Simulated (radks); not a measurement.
Results of a calculation; reference values are marked as such.
Problem. All-electron atom: Er+ in [Kr] 4d10 4f12 5s2 5p4 6s1 5d2 (not the ground configuration). Level of theory: scalar-relativistic Kohn-Sham, SCAN, spin-polarised, spherical densities, finite nucleus; open shells are filled with parallel spins first (spin-orbit coupling, left out, can overturn this in heavy ions); meta-GGA in the generalised Kohn-Sham scheme; Fermi nuclear charge, rms radius 5.2516 fm (a radial shooting solver on a logarithmic mesh with Libxc functionals). Some entries of the table are withheld. Estimate them.

| orbital | occ. | eigenvalue (hartree) | <1/r> (bohr^-1) |
|---|---|---|---|
| 1s up | 1 | -2111.462 | 77.54 |
| 1s down | 1 | -2111.455 | 77.54 |
| 2s up | 1 | -355.9623 | 18.07 |
| 2s down | 1 | -355.9554 | 18.07 |
| 2p up | 3 | -314.7465 | 16.68 |
| 2p down | 3 | -314.7379 | 16.68 |
| 3s up | 1 | -80.48329 | 6.672 |
| 3s down | 1 | -80.44470 | 6.674 |
| 3p up | 3 | -67.85863 | 6.225 |
| 3p down | 3 | -67.81705 | 6.227 |
| 3d up | 5 | -52.05174 | 5.892 |
| 3d down | 5 | -52.01483 | 5.894 |
| 4s up | 1 | -16.43376 | 2.807 |
| 4s down | 1 | -16.34536 | 2.803 |
| 4p up | 3 | -12.26366 | 2.569 |
| 4p down | 3 | -12.17659 | 2.567 |
| 4d up | 5 | -6.66649 | 2.267 |
| 4d down | 5 | -6.57397 | 2.266 |
| 5s up | 1 | -2.41154 | 1.068 |
| 5s down | 1 | -2.32197 | 1.070 |
| 5p up | 3 | -1.43889 | 0.8899 |
| 5p down | 1 | -1.32765 | 0.9028 |
| 4f up | 7 | (1) | 1.662 |
| 4f down | 5 | (2) | 1.675 |
| 6s up | 1 | -0.42492 | 0.3952 |
| 5d up | 2 | -0.37733 | 0.5498 |

Solution. 
(1) 4f up eigenvalue (hartree): -0.60233
(2) 4f down eigenvalue (hartree): -0.48724
